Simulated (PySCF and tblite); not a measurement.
Values are calculated unless marked as measured or tabulated.
System: C7H11N, numbered as in [CH:1](=[CH:2]\[C@@H:3]1[CH2:4][NH:5]1)/[CH:6]1[CH2:7][CH2:8]1.

For the pyramidal inversion at N5: electronic barrier 14.46 kcal/mol, zero-point change -1.56 kcal/mol, thermal and entropy terms at 298.15 K a further -0.06 kcal/mol (symmetry numbers apart). The minimum is C1, the saddle C1. Level: PBE0/pcSseg-1 + D3(BJ) on GFN2-xTB stationary points, with GFN2-xTB thermal terms. Rates follow Eyring's equation with the number of equivalent paths and no tunnelling. Run with tblite and PySCF.

(1) How many equivalent paths lead out of the minimum?

(2) Work out the rate at 298.15 K.

Results:

(1) 1: the symmetry number of the minimum is 1, that of the saddle displaced along its mode 1.

(2) ΔG‡ = 12.84 kcal/mol; k_B T/h = 6.2×10¹² s⁻¹; exp(−ΔG‡/RT) = 3.9×10⁻¹⁰; times 1 gives k = 2420 s⁻¹.
